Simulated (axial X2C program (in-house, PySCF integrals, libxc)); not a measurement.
Curves of DyCN⁺ from open-shell CI on f9 s1

Computed with an axial X2C code built on PySCF integrals: two-component X2C with atomic mean-field Coulomb and Gaunt terms, basis Dy dyall-v3z, C dyall-v3z, N dyall-v3z (cores contracted in-house). Orbitals come from Hartree–Fock averaged over the configuration Dy f9 s1; CI then distributes these electrons over the f, s shells of Dy.

Scan along the Dy–C bond with CN moving as one mass, its bond held at 1.160 Å; masses Dy 163.929 u, C 12.000 u, N 14.003 u. Energies in cm⁻¹ from the lowest point; levels are followed by energy order within each Ω. Lowest level at 2.280 Å: 100% f9 s1.

| R (Å) | (1)Ω=8 | (1)Ω=7 | (1)Ω=6 | (1)Ω=5 | (1)Ω=4 | (1)Ω=3 | (1)Ω=2 |
| --- | --- | --- | --- | --- | --- | --- | --- |
| 2.120 | 1775 | 2215 | 2631 | 2979 | 3216 | 3334 | 3368 |
| 2.200 | 412 | 856 | 1270 | 1614 | 1851 | 1978 | 2025 |
| 2.280 | 0 | 445 | 853 | 1190 | 1426 | 1557 | 1613 |
| 2.371 | 407 | 849 | 1248 | 1576 | 1807 | 1942 | 2005 |
| 2.462 | 1499 | 1935 | 2325 | 2643 | 2869 | 3004 | 3071 |
| 2.565 | 3316 | 3745 | 4123 | 4429 | 4647 | 4781 | 4851 |
| 2.690 | 6061 | 6480 | 6844 | 7137 | 7346 | 7477 | 7548 |

(1) Fit the curves (1)Ω=8, (1)Ω=7, (1)Ω=6, (1)Ω=5, (1)Ω=4, (1)Ω=3, (1)Ω=2 near their minima.

The 7 lowest curves are shown; the next is (1)Ω=1, from 1631 cm⁻¹.

There is no dynamic correlation: spin–orbit spacings and, for f shells, spacings inside one term are the most reliable numbers, splittings between terms come out too wide, and energies between configurations are not reliable, so the lowest level need not be the ground state of the molecule. At most 4 roots were kept for each Ω > 0 (twice that for Ω = 0) within 2.2 eV of the lowest, so higher up levels can be missing between those listed; levels with Ω > 0 are doubly degenerate and listed once, Ω = 0 levels singly. The molecule was held linear; bending was not examined.

Answers

(1) From the open-shell CI curves, Te from the lowest:

```csv
level,Te (cm⁻¹),Re (Å),ωe (cm⁻¹)
(1)Ω=8,0,2.282,411.4
(1)Ω=7,445,2.282,410.5
(1)Ω=6,852,2.282,409.4
(1)Ω=5,1189,2.283,408.4
(1)Ω=4,1425,2.284,407.7
(1)Ω=3,1557,2.283,407.2
(1)Ω=2,1613,2.282,407.0
```

Without dynamic correlation distances can be off by several hundredths of an Å (long for ionic bonds, short for multiple bonds) and the wavenumbers are rough.
